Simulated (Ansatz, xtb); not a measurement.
A geometry optimisation of AlFH3NSi with r2SCAN-D4/def2-SVP

The starting geometry of this gas-phase singlet was built from a drawn formula by distance geometry and a force field; its bonds are those of `[H]/N=[Si](\F)[AlH2]`.

```xyz
7

Al    0.0603    2.6970   -3.3097
F     1.3306    0.0884   -1.2831
N    -1.4783    0.6374   -1.0168
Si   -0.0755    0.9887   -1.6533
H    -1.5323   -0.1115   -0.2900
H    -1.2909    3.5126   -3.6908
H     1.4321    3.0351   -3.9897
```

Problem. Predict what it relaxes into with r2SCAN-D4/def2-SVP.

Solution. It keeps its bonds, and is `[H]/N=[Si](\F)[AlH2]`.

The energy falls by 0.18 eV over 8 steps:

| step | E − E(last) (eV) |
| --- | --- |
| 1 | 0.180 |
| 2 | 0.063 |
| 3 | 0.020 |
| 4 | 0.010 |
| 5 | 0.004 |
| 6 | 0.001 |
| 7 | 0.000 |
| 8 | 0.000 |

Final geometry (Å):

```xyz
7

Al    0.0616    2.6932   -3.3030
F     1.4079    0.1276   -1.3597
N    -1.4314    0.6428   -0.9960
Si    0.0002    0.9034   -1.6577
H    -1.7259   -0.0288   -0.2893
H    -1.3015    3.4220   -3.6379
H     1.4351    3.0874   -3.9898
```

From the same start GFN2-xTB ends elsewhere, differing in Al1–F2 (1.66 against 3.49 Å here), F2–Si4 (3.23 against 1.63 Å here).

The end wasn't checked by frequencies. Run with Ansatz 0.2.0, 48 s on 1 thread of AMD EPYC (Zen 3), on a shared host.
